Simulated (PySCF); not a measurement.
## Ti (titanium, neutral) across methods

[Ar] 3d2 4s2, high-spin 3F determinant. Computed with PySCF 2.14 in ANO-RCC-VTZP (6s5p3d2f1g, 59 functions), with the spin-free X2C one-electron Hamiltonian (Gaussian nucleus).

```
method  E (hartree)  mean ε 3d α (eV)  mean ε 4s α (eV)  mean ε 4s β (eV)  Σ⟨r²⟩ (bohr²)   ⟨S²⟩
r2SCAN     -853.669            -5.763            -4.766            -4.218          47.79  2.012
   LDA     -851.615            -5.121            -4.764            -4.282          46.53  2.003
 B3LYP     -853.744            -6.537            -5.050            -4.682          46.83  2.002
   UHF   -852.74818           -11.929            -6.337            -5.738          49.21  2.007
revPBE     -853.618            -5.168            -4.556            -4.099          47.25  2.004
 HSE06     -853.542            -6.471            -4.883            -4.387          47.12  2.003
   PBE     -853.486            -5.154            -4.603            -4.143          47.01  2.003
```

(1) Estimate the same row for PBE0.

## Answers

(1) E (hartree) = -853.517; mean ε 3d α (eV) = -6.899; mean ε 4s α (eV) = -5.201; mean ε 4s β (eV) = -4.747; Σ⟨r²⟩ (bohr²) = 47.23; ⟨S²⟩ = 2.003.
